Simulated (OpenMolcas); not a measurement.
**4f⁵ along the 59-electron sequence**

| Item | Value |
| --- | --- |
| Program | OpenMolcas |
| Method | SS-RASPT2, IPEA 0.25 Eh, imaginary shift 0.1 Eh |
| Basis | ANO-RCC-VTZP |
| Scalar Hamiltonian | DKH2, point nucleus |
| Spin-orbit coupling | state interaction with AMFI integrals over the reference wave functions, term energies averaged over their components |

Active space for each ion: 5 electrons in 14 orbitals (RAS2 4f; RAS3 5f, at most 2 electrons); closed shells correlated by CASPT2: 5s 5p.

Computed levels in cm-1 above ⁶H°_5/2:

| Level | Pm2+ | Sm3+ | Eu4+ |
| --- | --- | --- | --- |
| ⁶H°_7/2 | 863 | 1109 | 1399 |
| ⁶H°_9/2 | 1904 | 2440 | 3070 |
| ⁶H°_11/2 | 3070 | 3920 | 4910 |
| ⁶H°_13/2 | 4300 | 5480 | 6810 |
| ⁶H°_15/2 | 5550 | 7040 | 8700 |
| ⁶F°_1/2 | 6080 | 7340 | 8640 |
| ⁶F°_3/2 | 6250 | 7540 | 8850 |
| ⁶F°_5/2 | 6620 | 7990 | 9380 |
| ⁶F°_7/2 | 7270 | 8800 | 10380 |
| weight of ⁶H° in the lowest level (%) | 97 | 97 | 96 |

The fine-structure level ⁶H°_15/2 changes by a factor of 1.57 from Pm2+ to Eu4+. Its fourth root runs 8.63, 9.16, 9.66, with steps per unit of Z of 0.53, 0.50; equal steps would mean a (Z - σ)^4 law with constant σ.

⁶F°_1/2 changes by a factor of 1.42 over the same range, with steps per unit of Z of +1260, +1300 cm-1.

CASPT2 breaks the degeneracy within a term, and the mean is taken; among the terms shown or strongly mixed into the levels shown the widest spread is 220 cm-1 (4f⁵ ⁶H°, Pm2+). Each CASPT2 term energy is a mean over a sample of three components. High states are left out of the spin-orbit mixing, which shifts the levels that they would mix with. Active for correlation alone: 5f; no level in the range computed is led by a configuration that fills it, so any true level of that kind is missing. Levels of configurations outside the active space are missing.

° marks odd parity.
